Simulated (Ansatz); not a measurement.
`ClB(Cl)Br` + `N[SiH2]CCF` → `NB(Cl)Br` + `FCC[SiH2]Cl`  (redistribution)

Isolated molecules relaxed with PBE0-D4/def2-TZVP in Ansatz; ΔE leaves out vibrations. CBS: MP2 limit from def2 TZ/QZ plus the TZ coupled-cluster correction, frozen cores. DFT in def2-TZVPP. For Br outer-core shells are correlated without core-valence functions, which leaves a few kJ/mol of doubt a bond. Scalar relativity is left out up to krypton. Each species was taken in one conformer, which may not be the lowest.

`ClB(Cl)Br`:

Z-matrix (Å, degrees):
```
B
Cl 1 1.735
Br 1 1.901 2 119.9
Cl 1 1.735 2 120.1 3 180.0
```

`N[SiH2]CCF`:

Cartesian coordinates in Å:
```
N 0.484 0.675 -2.204
Si 0.859 0.197 -0.596
C -0.743 -0.189 0.305
C -0.558 -0.578 1.746
F -1.786 -0.812 2.353
H -0.101 1.477 -2.373
H 1.190 0.594 -2.918
H 1.601 1.212 0.215
H 1.728 -1.006 -0.701
H -1.256 -0.988 -0.238
H -1.382 0.700 0.251
H -0.063 0.213 2.318
H 0.028 -1.497 1.844
```

`NB(Cl)Br`:

```xyz
6

N    -0.751    0.332    0.012
B     0.495   -0.266   -0.012
Cl    0.646   -2.012   -0.146
Br    2.082    0.820    0.103
H    -0.870    1.327    0.088
H    -1.602   -0.201   -0.045
```

`FCC[SiH2]Cl`:

```xyz
11

F     1.695   -0.688    0.905
C     1.227   -0.589   -0.396
C     0.204    0.518   -0.494
Si   -1.249    0.347    0.676
Cl   -2.139   -1.485    0.360
H     2.092   -0.398   -1.039
H     0.792   -1.556   -0.665
H     0.679    1.488   -0.307
H    -0.190    0.549   -1.515
H    -2.256    1.394    0.375
H    -0.856    0.421    2.100
```

| level | ΔE (eV) |
| --- | --- |
| PBE-D4 | -1.05 |
| r2SCAN-D4 | -1.08 |
| PBE0-D4 | -1.10 |
| r2SCAN | -1.08 |

Q: What does CCSD(T)/CBS give? (An estimate is asked.)

A: Ansatz gave: -1.08 eV. The listed levels differ from it by 0.03, 0.00, -0.02, 0.00 eV.

Largest T1 diagnostic among the species: 0.010.

From PBE to PBE0 (25 % exact exchange), in def2-TZVPP and without D4, ΔE moves by −0.05 eV. In def2-TZVPP, CCSD(T) changes the Hartree–Fock value by +0.13 eV (the triples alone add +0.02 eV) and MP2 by +0.14 eV.
